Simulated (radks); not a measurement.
Species: the rhodium ion Rh3+. Configuration: [Ar] 3d10 4s1 4p6 4d6 5s1 (not the ground configuration). Method: scalar-relativistic Kohn-Sham, HCTH/407, spin-polarised, spherical densities, finite nucleus; open shells are filled with parallel spins first (spin-orbit coupling, left out, can overturn this in heavy ions); Fermi nuclear charge, rms radius 4.4945 fm; computed with a radial shooting solver on a logarithmic mesh with Libxc functionals.

Normalised radial functions P(r) = r R(r), r in bohr:

r         4d down
0.002967   0.0000
0.003926   0.0001
0.005195   0.0001
0.006873   0.0003
0.009094   0.0006
0.01203    0.0013
0.01592    0.0028
0.02106    0.0059
0.02787    0.0123
0.03688    0.0249
0.04841    0.0475
0.06405    0.0882
0.08474    0.1540
0.1121     0.2478
0.1484     0.3591
0.1963     0.4519
0.2597     0.4632
0.3436     0.3250
0.4547     0.0138
0.6016    -0.4020
0.796     -0.7693
1.053     -0.9308
1.382     -0.8401
1.829     -0.5859
2.42      -0.3387
3.202     -0.1520
4.237     -0.0296
5.606     -0.0030
7.418     -0.0002

4d down: eigenvalue -42.417 eV, 1 radial node at r = 0.459 bohr, <r> = 1.35 bohr, 90 % of the charge inside 2.12 bohr.

Empty levels of this run are not shown, since the potential may be unsettled where no density lies.
